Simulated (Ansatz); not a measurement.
Program: Ansatz. Geometries: PBE0-D4/def2-TZVP. ΔE: electronic, gas phase. CCSD(T)/CBS adds triple-zeta CCSD(T) − MP2 to the extrapolated MP2 energy (def2 sets, frozen cores). This one scheme is used for every species, atoms too. DFT in def2-TZVPP. B3LYP here is the variant with VWN-RPA as its local correlation; programs differ in this. HSE06 is defined as in plane-wave codes. No spin–orbit coupling; open shells (•) take unrestricted orbitals. Spin–orbit coupling would lower the free atoms: a little for Si; strongly for In. def2 core potentials past Kr. For In outer-core shells are correlated without core-valence functions, so the limit isn't a true one: a few kJ/mol of doubt a bond, and 10 to 20 or more in all where bonds break to atoms.

Consider the atomization: `[SiH3][SiH2][InH2]` → 7 H• + In• + 2 Si•.

`[SiH3][SiH2][InH2]`:

Cartesian coordinates in Å:
```
Si -1.490 0.956 -0.426
Si -0.148 -0.955 -0.285
In 2.095 -0.383 0.831
H -2.798 0.675 -1.079
H -0.787 2.009 -1.209
H -1.750 1.493 0.938
H -0.898 -1.996 0.476
H 0.058 -1.471 -1.670
H 2.333 -0.623 2.526
H 3.384 0.294 -0.101
```

(1) What is ΔE at CCSD(T)/CBS? (Best estimate.)

(2) What do these levels give: r2SCAN-D4, r2SCANh-D4, HSE06-D4, ωB97M-V, PBE, r2SCAN, B3LYP, CCSD(T)/def2-SVP, MP2/def2-TZVPP, HF/CBS(def2), MP2/CBS(def2), CCSD/CBS(def2)? (Estimate.)

Largest T1 diagnostic among the species: 0.015.

## Answers

(1) Computed: +2546.4 kJ/mol.

(2) The calculation gave: r2SCAN-D4 2535.9, r2SCANh-D4 2532.2, HSE06-D4 2496.3, ωB97M-V 2538.9, PBE 2463.6, r2SCAN 2530.9, B3LYP 2488.6, CCSD(T)/def2-SVP 2368.4, MP2/def2-TZVPP 2424.0, HF/CBS(def2) 1925.1, MP2/CBS(def2) 2482.6, CCSD/CBS(def2) 2526.3 kJ/mol.

From BLYP to BHLYP (50 % exact exchange), in def2-TZVPP and without D4, ΔE moves by +53.2 kJ/mol. In def2-TZVPP, CCSD(T) changes the Hartree–Fock value by +567.6 kJ/mol (the triples alone add +20.0 kJ/mol) and MP2 by +503.8 kJ/mol; breaking electron pairs costs correlation energy, which Hartree–Fock lacks. Leaving LDA and LC-ωPBE aside and taking each functional with its dispersion term where it has one, the values, not all of them listed here, spread over 120.4 kJ/mol, from revPBE-D4 to ωB97X-V. LDA lies +324.4 kJ/mol from PBE without D4, its usual overbinding.

For atomizations the MP2-based limit and the directly extrapolated one differ by several kJ/mol either way, and by 10 to 25 for some Ge, Se and Sn compounds, so smaller differences from it don't rank the levels.
